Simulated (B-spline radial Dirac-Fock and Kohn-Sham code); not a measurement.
# The L2-M23M23 Auger spectrum of Ge²⁺

System: germanium as Ge²⁺, [Ar] 3d10 4s2.

Calculated with a radial finite-basis atomic code, using Dirac-Fock ΔSCF + Breit + QED. The two-hole levels come from diagonalising the Coulomb interaction among the jj configurations; intensities are independent-particle Coulomb rates. Kinetic energies are from the vacuum level. No correlation.

| kinetic energy (eV) | J | leading jj holes (weight) | leading LS term (weight) | intensity (%) |
| --- | --- | --- | --- | --- |
| 930.8 | 0 | M2M2 (0.70) | ¹S0 (0.86) | 19.6 |
| 938.8 | 2 | M2M3 (0.90) | ¹D2 (0.91) | 50.4 |
| 942.7 | 1 | M2M3 (1.00) | ³P1 (1.00) | 23.8 |
| 942.9 | 0 | M3M3 (0.70) | ³P0 (0.86) | 3.2 |
| 946.3 | 2 | M3M3 (0.90) | ³P2 (0.91) | 3.0 |

The strongest line, by its leading LS label ¹D2, lies at 938.8 eV. The mean weight of the leading component is 0.84 in jj and 0.91 in LS coupling, so LS labels describe these levels better.
